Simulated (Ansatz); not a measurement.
`[SH][In]([Cl])[Cl]` + H₂O → `[OH][In]([Cl])[Cl]` + H₂S at 500 K and 1 bar (formal hydrolysis of the In–S bond).

Program: Ansatz. Geometries: PBE0-D4/def2-TZVP. ΔE: electronic, gas phase. CBS: MP2 limit from def2 TZ/QZ plus the TZ coupled-cluster correction, frozen cores. This one scheme is used for every species. def2 core potentials past Kr. For In outer-core shells are correlated without core-valence functions, which leaves a few kJ/mol of doubt a bond. One conformer a species, not always the lowest.

| species | CCSD(T)/CBS energy (Eh) | H − E (kJ/mol) | S (J/(mol·K)) |
| --- | --- | --- | --- |
| `[SH][In]([Cl])[Cl]` | -1507.88474 | 68.8 | 413.6 |
| H₂O | -76.37941 | 73.2 | 206.3 |
| `[OH][In]([Cl])[Cl]` | -1185.26513 | 77.2 | 397.8 |
| H₂S | -398.97279 | 57.0 | 224.0 |

H − E and S are ideal-gas, rigid-rotor, harmonic terms from PBE0-D4/def2-TZVP, for one conformer and one mirror image of each species. 1 Eh = 2625.50 kJ/mol, R = 8.31446 J/(mol·K).

Question: By hand: ΔE, ΔH, ΔS and ΔG.

Answer: ΔE = (-1185.26513) + (-398.97279) − (-1507.88474) − (-76.37941) = 0.02623 Eh = 68.9 kJ/mol. Δ(H − E) = 77.2 + 57.0 − 68.8 − 73.2 = -7.8, so ΔH = 61.1 kJ/mol. ΔS = 397.8 + 224.0 − 413.6 − 206.3 = 1.9 J/(mol·K). ΔG = 61.1 − 500 × (1.9)/1000 = 60.1 kJ/mol.

Question: By hand: the equilibrium constant, and the temperature at which ΔG would vanish if ΔH and ΔS stayed fixed.

Answer: log₁₀ K = −ΔG/(RT ln 10) = -6.3. ΔG = 0 at ΔH/ΔS = 32158 K, far beyond where these terms or the molecules hold.

The number of gas molecules stays the same, so ΔS is small and ΔH decides. A doubt of 5 kJ/mol in ΔE shifts log₁₀ K by 0.5 here. Other conformers and mirror images would add mixing entropy, several J/(mol·K) or more a flexible species. These are equilibria of isolated gas molecules and say nothing of rates. Largest T1 diagnostic: 0.014 (customary marks: 0.02 for closed shells, 0.045 for open ones).
